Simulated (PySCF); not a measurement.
Isomers of C10H13N, from PySCF 2.14.0, PBE0-D3(BJ)/def2-SVP geometry optimisation, gas phase. One conformer each, no zero-point energy, no frequencies.

Task: Which isomer lies lowest at this level?
A. `[CH3:1][N:2]([CH3:3])[C:4]1=[CH:5]/[CH:6]=[CH:7]\[CH:8]=[CH:9]/[CH:10]=[CH:11]\1` with C4–C5–C6–C7 -55°, C6–C7–C8–C9 53°, C8–C9–C10–C11 -59°, N2–C4–C11–C10 -129°: A = 1947, B = 844.1, C = 662.6 MHz, dipole 1.63 D
B. `[CH2:1]=[CH:2][c:3]1[cH:4][cH:5][c:6]([N:7]([CH3:8])[CH3:9])[cH:10][cH:11]1` with C1–C2–C3–C4 -179° (4-dimethylaminostyrene): A = 3229, B = 577.5, C = 493.0 MHz, dipole 3.00 D
C. `[cH:1]1[cH:2][cH:3][c:4]([N:5]2[CH2:6][CH2:7][CH2:8][CH2:9]2)[cH:10][cH:11]1` with C3–C4–N5–C6 -175°, C4–N5–C6–C7 168°, N5–C6–C7–C8 31°, C6–C7–C8–C9 -38°, C7–C8–C9–N5 30°: A = 3117, B = 671.4, C = 564.8 MHz, dipole 2.41 D

Result: C. That is `c1ccc(N2CCCC2)cc1`, 22.7 kcal/mol below the next.

```json
{"SMILES": "c1ccc(N2CCCC2)cc1", "mapped SMILES": "[cH:1]1[cH:2][cH:3][c:4]([N:5]2[CH2:6][CH2:7][CH2:8][CH2:9]2)[cH:10][cH:11]1", "E (Eh)": "-442.82763", "relative (kcal/mol)": "0.0", "relative (kJ/mol)": "0.0", "dipole (D)": "2.41"}
{"SMILES": "C=Cc1ccc(N(C)C)cc1", "mapped SMILES": "[CH2:1]=[CH:2][c:3]1[cH:4][cH:5][c:6]([N:7]([CH3:8])[CH3:9])[cH:10][cH:11]1", "E (Eh)": "-442.79150", "relative (kcal/mol)": "22.7", "relative (kJ/mol)": "94.9", "dipole (D)": "3.00"}
{"SMILES": "CN(C)C1=C/C=C\\C=C/C=C\\1", "mapped SMILES": "[CH3:1][N:2]([CH3:3])[C:4]1=[CH:5]/[CH:6]=[CH:7]\\[CH:8]=[CH:9]/[CH:10]=[CH:11]\\1", "E (Eh)": "-442.72969", "relative (kcal/mol)": "61.5", "relative (kJ/mol)": "257.1", "dipole (D)": "1.63"}
```

As drawn, the lowest has an aromatic ring, which the highest lacks; the highest has a C=C bond outside aromatic rings, which the lowest lacks.
